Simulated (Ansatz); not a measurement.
2H-1,3-oxazine (C₄H₅NO), SMILES C1=COCN=C1.

Geometry: B3LYP-D3(BJ)/def2-SVP. A frequency run showed that this geometry is not a minimum. One conformer was computed; it need not be the lowest.

Two levels are set side by side: PBE/def2-SVPD (Ansatz, a first-principles code) and PBE0/def2-SVPD (Ansatz). Energy differences of separate SCF runs at the same geometry; the states with an electron removed or added have multiplicity 2 and 2. Differences are taken from unrounded values.

| quantity | PBE0 |
|---|---|
| vertical ionisation energy (eV) | 8.51 |
| vertical singlet–triplet gap (eV) | 2.70 |

Q: What does PBE give, and how far is it from PBE0? (The exact figures need the calculation; the answer reports its results.)

A: 
```csv
quantity,PBE,PBE minus PBE0
vertical ionisation energy (eV),8.40,-0.11
vertical singlet–triplet gap (eV),2.65,-0.05
```

On these quantities the two levels nearly agree.
